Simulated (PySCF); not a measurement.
## AlGa at PBE0

Computed with PBE0; basis Al x2c-SVPall, Ga x2c-SVPall; spin-free X2C with a Gaussian nucleus; PySCF 2.14.

For AlGa, the state is ³Σ⁻ (triplet), unpaired electrons π ↑↑, a second solution, started from another occupation. The bond length is 4.628 bohr and the harmonic wavenumber is 289 cm⁻¹. The force constant is 0.952 mdyn/Å and the rotational constant Be is 0.1450 cm⁻¹. The anharmonicity ωexe is 1.44 cm⁻¹, the vibration–rotation constant αe is 0.000955 cm⁻¹ and the energy of the minimum from ground-state Al + Ga is -1.41 eV. The bond order (Mayer) is 1.64. The dipole moment (positive dipole means Al(−)Ga(+)) is 0.01 D.

Spin–orbit coupling is left out.
